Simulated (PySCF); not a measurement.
GeCl2, SMILES [Cl][Ge][Cl] (connectivity only; charge and spin as stated), neutral, multiplicity 1. Atoms are numbered in the order given.

```xyz
3

Ge     0.0000     0.0000     0.7223
Cl     0.0000    -1.6713    -0.6798
Cl     0.0000     1.6713    -0.6798
```
Charge 0, spin multiplicity 1.

Geometry: PBE0-D3(BJ)/def2-TZVP. The isomer is the one that the SMILES or the coordinates give; other isomers of the formula were not compared.

Level of theory: ωB97X/def2-TZVPD (PySCF).

Symmetry labels are those of the subgroup C2v that the program uses (full group C2v).

Computed valence orbital energies around the gap with their symmetry:
| orbital | symmetry | energy (eV) |
|---|---|---|
| HOMO−7 | B2 | -25.50 |
| HOMO−6 | A1 | -17.38 |
| HOMO−5 | B2 | -13.53 |
| HOMO−4 | A1 | -12.77 |
| HOMO−3 | B1 | -12.59 |
| HOMO−2 | A2 | -11.81 |
| HOMO−1 | B2 | -11.43 |
| HOMO | A1 | -10.36 |
| LUMO | B1 | -1.15 |
| LUMO+1 | B2 | 1.34 |
| LUMO+2 | A1 | 1.39 |
| LUMO+3 | A1 | 1.94 |
